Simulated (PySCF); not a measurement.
# Dipole response of Fe²⁺ (iron, charge +2)

[Ar] 3d5 4s1, high-spin 7S determinant (an excited configuration). Computed with PySCF 2.14 in aug-cc-pVDZ, with no relativity, point nucleus. Coupled (time-dependent) response in atomic units; α is the mean over directions. A double-zeta set is small for polarisabilities.

```csv
method,mean α (bohr³),C₆ (like pair),S(−4)
M06-2X,14.67,52.55,194.9
```

S(−4) is the Cauchy moment in α(ω) = α(0) + S(−4) ω² + …

α(iu) at M06-2X:

| u (hartree) | α(iu) (bohr³) |
| --- | --- |
| 0 | 14.67 |
| 0.0500 | 14.20 |
| 0.100 | 12.98 |
| 0.200 | 9.836 |
| 0.300 | 7.269 |
| 0.500 | 4.424 |
| 0.750 | 2.897 |
| 1.00 | 2.151 |
| 1.50 | 1.411 |
| 2.00 | 1.032 |
| 3.00 | 0.6378 |
| 5.00 | 0.3145 |

A single London oscillator, α(iu) = α/(1 + u²/ω²), gives C₆ = (3/4) ω α². Matching the computed C₆ needs ω = 4 × 52.55 / (3 × 14.67²) = 0.326 hartree.

For an ion, C₆ is the dispersion term alone; charge-induced terms of lower order in 1/R come first.
